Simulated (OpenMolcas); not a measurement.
# Cl⁺: thermal populations, worked from levels

```
Program             : OpenMolcas
Basis               : ANO-RCC-VDZ [4s3p]
Scalar Hamiltonian  : DKH4, point nucleus
Active space        : 6 electrons in 8 orbitals (3s 3p 4s 4p)
State averaging     : 2S+1 = 3 even, 3 roots; 2S+1 = 1 even, 6 roots; 2S+1 = 3 odd, 3 roots; 2S+1 = 1 odd, 3 roots
Spin-orbit coupling : state interaction with AMFI integrals over the reference wave functions, term energies averaged over their components
```

Methods: CASSCF; SS-CASPT2, IPEA 0.25 Eh, imaginary shift 0.1 Eh (closed shells correlated: 2s 2p). Measured levels: NIST Handbook of Basic Atomic Spectroscopic Data.

**Thermal populations.** Z = Σ (2J + 1) exp(-E/kT) with k = 0.695035 cm-1/K, over the levels below. No other level of either list lies under 90000 cm-1, which is above 7 kT at each temperature.

```
      Level  2J + 1  SS-CASPT2  measured
3s2 3p4 3P2       5        0.0       0.0
3s2 3p4 3P1       3        629       696
3s2 3p4 3P0       1        906       996
3s2 3p4 1D2       5      14405     11654
3s2 3p4 1S0       1      26162     27878
```

```csv
T (K),"Z, SS-CASPT2","Z, measured levels","Ground level (%), SS-CASPT2","Ground level (%), measured levels"
5000,8.354,8.381,59.9,59.7
8000,8.913,9.104,56.1,54.9
12000,9.612,9.919,52.0,50.4
```

At 12000 K, kT = 8340 cm-1, and the computed levels give Z = 5.000 + 2.782 + 0.897 + 0.889 + 0.043 = 9.612.

Active for correlation alone: 4p 4s; no level in the range computed is led by a configuration that fills them, so any true level of that kind is missing. Without dynamic correlation excited terms often stand tens of per cent too high (terms of higher spin than the ground term too low), and those without a measured partner can miss by more than the paired ones (holds for CASSCF). Some terms miss by over 15 % even with CASPT2, which points to a basis or an active space too small for the shells correlated (holds for SS-CASPT2). Computed and measured levels are paired by configuration, term and J; levels that our copy of the source lacks, or whose pairing is in doubt (as where it misses far off the trend of its configuration), stay unpaired and out of the deviations. Levels of configurations outside the active space are missing.
